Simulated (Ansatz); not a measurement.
**A geometry optimisation of FGeH3Sn with B3LYP-D3(BJ)/def2-SVP**

The starting geometry of this gas-phase singlet was optimised with GFN2-xTB.

```yaml
atoms:
  - { symbol: F, position_ang: [2.5598, 1.3515, 0.0399] }
  - { symbol: Ge, position_ang: [-1.6210, 0.7322, 0.0961] }
  - { symbol: Sn, position_ang: [1.2337, -0.1027, -0.6150] }
  - { symbol: H, position_ang: [-1.2497, -0.7483, -0.6629] }
  - { symbol: H, position_ang: [-0.4838, 1.4118, -1.0212] }
  - { symbol: H, position_ang: [-0.2597, 0.3806, 1.0997] }
```

Problem. Where would you expect an optimisation with B3LYP-D3(BJ)/def2-SVP to take it?

Solution. New bonds form, giving a structure with H5 bridging Sn3 and Ge2, H6 bridging Ge2 and Sn3, given below by its coordinates. Contacts that close: Sn3–H5 (2.33 → 2.10 Å), Sn3–H6 (2.32 → 2.10 Å).

The energy falls by 0.28 eV over 9 steps:

```tsv
step	E − E(last) (eV)
1	0.281
2	0.208
3	0.047
4	0.019
5	0.004
6	0.000
7	0.000
8	0.000
9	0.000
```

Final geometry (Å):

```xyz
6

F     2.3132    1.4834    0.0929
Ge   -1.4771    0.7922    0.1093
Sn    1.2825   -0.0564   -0.5752
H    -1.5168   -0.6537   -0.6064
H    -0.3063    1.2272   -1.0416
H    -0.1163    0.2324    0.9575
```

Frequencies at the end are all real (lowest 105 cm⁻¹). Atoms past krypton carry core potentials, without spin–orbit terms. Run with Ansatz 0.2.0, 22 s on 1 thread of Intel(R) Xeon(R) 6975P-C (Granite Rapids) (shared host).
